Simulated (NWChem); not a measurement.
System meant: SnHOCl₂F; SMILES [OH][Sn]([F])([Cl])[Cl]

The following NWChem deck was run.

```
start job
memory heap 200 mb stack 900 mb global 1100 mb
geometry units angstroms noautoz
  O     -1.408883    -1.590565     0.000000
  Sn    -0.243574    -0.021102     0.000000
  F     -1.413755     1.505334     0.000000
  Cl     1.071995     0.065539    -1.897739
  Cl     1.071995     0.065539     1.897739
  H     -2.337502    -1.318777     0.000000
end
basis spherical
  * library def2-svp
end
ecp
  Sn library def2-ecp
end
dft
  xc b3lyp
  iterations 4
  mulliken
end
task dft energy
```

End of the output:

```
    Atom       Charge   Shell Charges
 -----------   ------   -------------------------------------------------------
    1 O    8     8.26   1.97  0.91  0.64  2.67  2.06  0.01
    2 Sn  22    21.49   1.17  0.76  0.73  0.34  3.01  2.84  1.19  0.72  9.51  1.23
    3 F    9     9.30   1.98  1.04  0.81  3.20  2.27  0.00
    4 Cl  17    17.02   2.00  1.96  1.07  0.80  5.82  2.24  3.13  0.02
    5 Cl  17    17.02   2.00  1.96  1.07  0.80  5.82  2.24  3.13  0.02
    6 H    1     0.91   0.55  0.17  0.18

 center of mass
 --------------
 x =  -0.00705073 y =   0.02097997 z =   0.00000000

 moments of inertia (a.u.)
 ------------------
        1204.185281345171          -0.000000000000           0.000000000000
          -0.000000000000        1480.401425972145           0.000000000000
           0.000000000000           0.000000000000         885.666175593062

     Multipole analysis of the density
     ---------------------------------

     L   x y z        total         alpha         beta         nuclear
     -   - - -        -----         -----         ----         -------
     0   0 0 0     -0.000000    -37.000000    -37.000000     74.000000

     1   1 0 0     -0.327898     -6.103657     -6.103657     11.879417
     1   0 1 0     -0.217989     -0.525783     -0.525783      0.833577
     1   0 0 1      0.000000      0.000000      0.000000      0.000000

     2   2 0 0    -41.619505   -164.167769   -164.167769    286.716033
     2   1 1 0      1.596244     -3.340045     -3.340045      8.276334
     2   1 0 1      0.000000      0.000000      0.000000      0.000000
     2   0 2 0    -48.280751    -99.414615    -99.414615    150.548479
     2   0 1 1      0.000000      0.000000      0.000000      0.000000
     2   0 0 2    -45.099047   -241.184459   -241.184459    437.269871

 ------------------------------------------------------------------------
 dft energy failed                                                                                  0
 ------------------------------------------------------------------------
 ------------------------------------------------------------------------
  current input line :
    22: task dft energy
 ------------------------------------------------------------------------
 ------------------------------------------------------------------------
 This type of error is most commonly associated with calculations not reaching convergence criteria
 ------------------------------------------------------------------------
 For more information see the NWChem manual at https://nwchemgit.github.io

0:dft energy failed:Received an Error in Communication
```

Question: What is wrong, and how is it mended?

Answer: Convergence was not reached. Cause: the SCF was allowed too few iterations. This input runs:
```
start job
memory heap 200 mb stack 900 mb global 1100 mb
geometry units angstroms noautoz
  O     -1.408883    -1.590565     0.000000
  Sn    -0.243574    -0.021102     0.000000
  F     -1.413755     1.505334     0.000000
  Cl     1.071995     0.065539    -1.897739
  Cl     1.071995     0.065539     1.897739
  H     -2.337502    -1.318777     0.000000
end
basis spherical
  O library def2-svp
  Sn library def2-svp
  F library def2-svp
  Cl library def2-svp
  H library def2-svp
end
ecp
  Sn library def2-ecp
end
dft
  xc b3lyp
  iterations 150
  mulliken
end
task dft energy
```
It converges to -1310.15076 Ha (B3LYP/def2-SVP with def2 effective core potentials on Sn).
